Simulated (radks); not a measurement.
Results of a calculation; reference values are marked as such.
Spherical quantum dot in the effective-mass picture: electrons in a well V = -V0 / (1 + exp((r - R)/a)) with V0 = 39.4, R = 1.75, a = 0.16, with a point charge +1 (a donor) at the centre, all in effective atomic units (hartree* = m*/eps^2 hartree, bohr* = eps/m* bohr), one dielectric constant everywhere. Level of theory: non-relativistic Kohn-Sham, PBEsol, spin-polarised, spherical densities (a radial shooting solver with Libxc functionals). Levels are named by radial order and angular momentum (1s, 1p, 1d, 2s, ...), and open shells are averaged over m. Results are scaled to m* = 0.238 and eps = 17.9, for which hartree* = 20.21 meV and bohr* = 3.98 nm.

N = 28, configuration 1s2 1p6 1d10 2s2 1f(up 7, down 1). This is the lowest configuration that the search found. Occupied and some empty levels:

level,occupation,eigenvalue (meV),<r> (nm)
1s up,1,-321.15,3.879
1s down,1,-318.90,3.842
1p up,3,-293.92,4.408
1p down,3,-291.10,4.392
1d up,5,-256.45,4.730
1d down,5,-253.35,4.723
2s up,1,-228.09,3.336
2s down,1,-226.66,3.353
1f up,7,-209.60,4.983
1f down,1,-206.34,4.981
2p up,0,-161.87,3.967
2p down,0,-160.17,3.967
1g up,0,-154.47,5.200
1g down,0,-151.15,5.200
2d up,0,-96.430,4.420
2d down,0,-94.423,4.419

Energy (meV): total -13121.7, kinetic 2594.2, external -21389, Hartree 6218.5, exchange-correlation -545.70.

Electron density:

r (nm),n(r) (e/nm^3)
0.427,0.05427
1.14,0.03611
1.85,0.02513
2.56,0.02284
3.28,0.02859
3.99,0.03644
4.70,0.03636
5.42,0.02395
6.13,0.009050
6.84,0.001819
7.55,0.0002132
8.27,0.00001830
8.98,1.411e-06
